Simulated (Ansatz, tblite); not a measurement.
Forces on Pt₂₀ (started as a model of: Pt20 tetrahedron) at its PBE-D4/def2-SVP geometry. Total charge 0; singlet.

In the def2 sets Pt takes a core potential; there is no spin–orbit coupling. The xTB rows come from tblite. Single mean-field runs in def2-TZVP are fitted with def2-universal-jkfit. The restricted singlet is unstable towards broken spin symmetry in Hartree–Fock (as tested in another run); at PBE-D4/def2-TZVP this wasn't settled.

GFN1-xTB (tblite), largest force 2.38 eV/Å:

```xyz
20
positions Å, forces eV/Å
Pt    4.499    0.415    1.575   -2.201   -0.177   -0.627
Pt    2.788    1.388   -0.166    0.071   -0.406    0.360
Pt    1.129    2.178   -1.931   -0.529   -0.024   -0.132
Pt   -0.692    3.089   -3.594    0.331   -1.651    1.655
Pt    1.974    0.655    2.407    0.482   -0.205   -0.705
Pt    0.298    1.735    0.608    0.217    1.777    0.491
Pt   -1.574    2.392   -1.225    0.373   -0.083   -0.340
Pt   -0.472    0.847    3.034   -0.807   -0.107   -0.383
Pt   -2.280    1.789    1.144    0.048   -0.364    0.355
Pt   -3.101    1.008    3.510    1.677   -0.482   -1.623
Pt    2.771   -1.309    0.593    0.077    0.544    0.106
Pt    1.179   -0.399   -1.392    1.255   -0.357   -1.320
Pt   -0.742    0.467   -3.061    0.167    0.799    0.368
Pt    0.278   -1.175    1.423    0.202   -1.251    1.351
Pt   -1.738   -0.170   -0.641   -1.788   -0.105   -0.508
Pt   -2.298   -0.909    1.904    0.062    0.511    0.121
Pt    1.094   -2.879   -0.514   -0.545   -0.040   -0.122
Pt   -0.759   -1.971   -2.381    0.158   -0.488    0.722
Pt   -1.608   -2.663    0.192    0.392   -0.111   -0.339
Pt   -0.747   -4.488   -1.484    0.359    2.218    0.572
```

GFN2-xTB (tblite), largest force 0.98 eV/Å:

```
Pt -0.775 -0.053 -0.190
Pt -0.353 0.516 -0.721
Pt 0.847 -0.054 0.473
Pt 0.105 -0.579 0.538
Pt -0.588 0.136 0.451
Pt 0.028 0.182 0.089
Pt -0.510 0.025 0.824
Pt 0.767 0.042 0.148
Pt 0.021 0.496 -0.839
Pt 0.581 -0.155 -0.522
Pt -0.351 -0.817 -0.356
Pt 0.119 -0.045 -0.169
Pt -0.103 -0.754 -0.121
Pt 0.027 -0.113 0.172
Pt -0.183 -0.018 -0.091
Pt -0.001 -0.861 -0.457
Pt 0.842 0.284 0.374
Pt -0.090 0.584 -0.474
Pt -0.501 0.414 0.704
Pt 0.117 0.772 0.168
```

PBE-D4/def2-TZVP (Ansatz), largest force 0.40 eV/Å:

```
Pt -0.372 -0.034 -0.124
Pt -0.275 -0.181 0.074
Pt -0.178 -0.236 0.172
Pt 0.058 -0.265 0.288
Pt -0.161 -0.084 -0.305
Pt -0.003 -0.009 0.004
Pt 0.197 -0.262 0.074
Pt -0.018 -0.097 -0.347
Pt 0.245 -0.220 -0.063
Pt 0.267 -0.083 -0.281
Pt -0.277 0.197 -0.033
Pt -0.010 0.002 0.001
Pt 0.090 0.022 0.347
Pt -0.005 0.011 -0.001
Pt 0.010 0.002 -0.003
Pt 0.251 0.153 -0.170
Pt -0.175 0.293 0.025
Pt 0.089 0.157 0.305
Pt 0.203 0.259 -0.074
Pt 0.064 0.373 0.113
```
